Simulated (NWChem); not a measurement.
Species: SeF$_{2}$; SMILES [Se](F)F

Program: NWChem. Coordinates come from a PBE0-D3(BJ)/def2-TZVP optimisation. Level: PBE0/aug-cc-pVDZ; the question gives the wavelength of the field.

What does the run give for field 1065 nm? Quantities: isotropic polarisability (bohr³); anisotropy (bohr³).


```json
{
  "isotropic polarisability (bohr³)": "28.0",
  "anisotropy (bohr³)": "4.0"
}
```
